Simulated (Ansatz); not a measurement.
One change: `[F][GeH]1[CH2][CH2]1` becomes `F[C@H]1[CH2][Ge@@H]1[F]`.

Ansatz, PBE0-D4/def2-TZVP geometries, multiplicity 1. 

Scalar relativity is left out up to krypton.

| property | `[F][GeH]1[CH2][CH2]1` |
| --- | --- |
| HOMO–LUMO gap (PBE/def2-TZVPP) / eV | 4.75 |
| HOMO energy (ωB97M-V/def2-TZVPP) / eV | -8.95 |
| HOMO energy (B3LYP/def2-TZVPP) / eV | -6.60 |
| size of the dipole moment (PBE/def2-TZVPP) / D | 2.03 |
| LUMO energy (B3LYP/def2-TZVPP) / eV | -0.23 |
| size of the dipole moment (ωB97M-V/def2-TZVPP) / D | 2.10 |

(1) Give the same properties after the change, and the shifts. (An estimate is asked.)

Results:

(1) The calculation gave: 
```json
{"property": "HOMO–LUMO gap (PBE/def2-TZVPP) / eV", "`F[C@H]1[CH2][Ge@@H]1[F]`": "4.60", "shift": "-0.15"}
{"property": "HOMO energy (ωB97M-V/def2-TZVPP) / eV", "`F[C@H]1[CH2][Ge@@H]1[F]`": "-9.20", "shift": "-0.25"}
{"property": "HOMO energy (B3LYP/def2-TZVPP) / eV", "`F[C@H]1[CH2][Ge@@H]1[F]`": "-6.85", "shift": "-0.25"}
{"property": "size of the dipole moment (PBE/def2-TZVPP) / D", "`F[C@H]1[CH2][Ge@@H]1[F]`": "1.21", "shift": "-0.82"}
{"property": "LUMO energy (B3LYP/def2-TZVPP) / eV", "`F[C@H]1[CH2][Ge@@H]1[F]`": "-0.57", "shift": "-0.34"}
{"property": "size of the dipole moment (ωB97M-V/def2-TZVPP) / D", "`F[C@H]1[CH2][Ge@@H]1[F]`": "1.26", "shift": "-0.84"}
```

With PBE0 the HOMO falls by 0.23 eV and the LUMO falls by 0.34 eV, so the gap narrows by about 0.11 eV. PBE moves the HOMO by -0.17 eV and ωB97M-V by -0.25 eV. Dipoles are sizes alone; their direction can turn.

B3LYP here is the variant with VWN-RPA as its local correlation; programs differ in this.
